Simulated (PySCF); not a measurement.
H3BO (SMILES BO), singlet, geometry from GFN2-xTB; B3LYP/def2-SVP, TDA in PySCF.

Here is a job for PySCF.
```python
from pyscf import gto, scf, dft, tdscf

mol = gto.Mole()
mol.atom = '''
    B    -0.44058869   -0.54482261    0.06308651
    H    -0.34280044   -1.27040265    0.97817278
    H    -1.26725739   -0.70456626   -0.76518846
    O     0.42964833    0.45422062    0.02307270
    H     0.37581461    1.06531696   -0.71299851
'''
mol.basis = 'def2-svp'
mol.verbose = 4
mol.build()

mf = dft.RKS(mol)
mf.xc = 'b3lyp'
mf.kernel()
td = mf.TDA()
td.nstates = 5
td.kernel()
td.analyze()
```

What the program printed (banner, timings and long lists left out):

```
PySCF version 2.14.0

[INPUT] verbose = 4
[INPUT] num. atoms = 5
[INPUT] num. electrons = 16
[INPUT] charge = 0
[INPUT] spin (= nelec alpha-beta = 2S) = 0
[INPUT] symmetry False subgroup None
[INPUT] Mole.unit = angstrom
[INPUT] Symbol           X                Y                Z      unit          X                Y                Z       unit  Magmom
[...]
nuclear repulsion = 30.8093166895936
number of shells = 21
number of NR pGTOs = 69
number of NR cGTOs = 43
basis = def2-svp
ecp = {}

******** <class 'pyscf.dft.rks.RKS'> ********
method = RKS
initial guess = minao
damping factor = 0
level_shift factor = 0
DIIS = <class 'pyscf.scf.diis.CDIIS'>
diis_start_cycle = 1
diis_space = 8
diis_damp = 0
SCF conv_tol = 1e-09
SCF conv_tol_grad = None
SCF max_cycles = 50
direct_scf = True
direct_scf_tol = 1e-13
XC library pyscf.dft.libxc version 7.1.2
    S. Lehtola, C. Steigemann, M. J. T. Oliveira, and M. A. L. Marques,  SoftwareX 7, 1–5 (2018)
XC functionals = b3lyp
    P. J. Stephens, F. J. Devlin, C. F. Chabalowski, and M. J. Frisch,  J. Phys. Chem. 98, 11623 (1994)
radial grids:
    Treutler-Ahlrichs [JCP 102, 346 (1995); DOI:10.1063/1.469408] (M4) radial grids

becke partition: Becke, JCP 88, 2547 (1988); DOI:10.1063/1.454033
pruning grids: <function nwchem_prune>
grids dens level: 3
symmetrized grids: False
atomic radii adjust function: <function treutler_atomic_radii_adjust>
small_rho_cutoff = 0
Set gradient conv threshold to 3.16228e-05
Initial guess from minao.
tot grids = 57552
init E= -101.847495506523
[...]
cycle= 1 E= -101.760320011651  delta_E= 0.0872  |g|= 0.623  |ddm|= 2.09
[...]
cycle= 2 E= -101.610694072261  delta_E= 0.15  |g|= 1.08  |ddm|=  1.4
[...]
cycle= 3 E= -101.83250863597  delta_E= -0.222  |g|= 0.0736  |ddm|= 0.994
[...]
cycle= 4 E= -101.833920204804  delta_E= -0.00141  |g|= 0.0153  |ddm|= 0.0885
[...]
cycle= 5 E= -101.83398473671  delta_E= -6.45e-05  |g|= 0.00234  |ddm|= 0.0194
[...]
cycle= 6 E= -101.833986189087  delta_E= -1.45e-06  |g|= 0.000248  |ddm|= 0.00302
[...]
cycle= 7 E= -101.833986203401  delta_E= -1.43e-08  |g|= 3.37e-05  |ddm|= 0.000349
[...]
cycle= 8 E= -101.833986203741  delta_E= -3.39e-10  |g|= 3.05e-06  |ddm|= 3.96e-05
[...]
Extra cycle  E= -101.833986203741  delta_E= 2.84e-14  |g|= 3.58e-06  |ddm|= 5.47e-06
converged SCF energy = -101.833986203741

******** <class 'pyscf.tdscf.rks.TDA'> for <class 'pyscf.dft.rks.RKS'> ********
nstates = 5 singlet
deg_eia_thresh = 1.000e-03
wfnsym = None
conv_tol = 1e-05
eigh lindep = 1e-12
eigh level_shift = 0
eigh max_cycle = 100

Excitation energies (eV)
[ 6.55603826  8.41680932  9.250909   10.03655885 10.04336081]

** Singlet excitation energies and oscillator strengths **
Excited State   1:      6.55604 eV    189.11 nm  f=0.0001
       8 -> 9        -0.70640
Excited State   2:      8.41681 eV    147.31 nm  f=0.0140
       8 -> 10       -0.70255
Excited State   3:      9.25091 eV    134.02 nm  f=0.0162
       5 -> 9         0.12377
       6 -> 9        -0.69039
Excited State   4:     10.03656 eV    123.53 nm  f=0.0246
       7 -> 10       -0.70108
Excited State   5:     10.04336 eV    123.45 nm  f=0.1117
       6 -> 10       -0.11303
       7 -> 9        -0.66592
       8 -> 14       -0.10317

** Transition electric dipole moments (AU) **
state          X           Y           Z        Dip. S.      Osc.
  1         0.0187     -0.0169     -0.0154      0.0009      0.0001
  2         0.0980      0.2128     -0.1147      0.0680      0.0140
  3        -0.1690      0.1528      0.1392      0.0713      0.0162
  4        -0.2004      0.1805      0.1649      0.0999      0.0246
  5         0.3996      0.5332     -0.0996      0.4538      0.1117

** Transition velocity dipole moments (imaginary part, AU) **
state          X           Y           Z        Dip. S.      Osc.
  1        -0.0005      0.0004      0.0004      0.0000      0.0000
  2        -0.0075      0.0382     -0.0510      0.0041      0.0089
  3        -0.0384      0.0347      0.0316      0.0037      0.0072
  4        -0.1178      0.1065      0.0971      0.0346      0.0626
  5         0.0276      0.0635     -0.0359      0.0061      0.0110

** Transition magnetic dipole moments (imaginary part, AU) **
state          X           Y           Z
  1        -0.7191     -1.0185      0.2448
  2         0.6484     -0.5862     -0.5341
  3         0.6927     -0.0528      0.8990
  4        -0.1148     -0.0394     -0.0961
  5        -0.0047      0.0041      0.0037
```
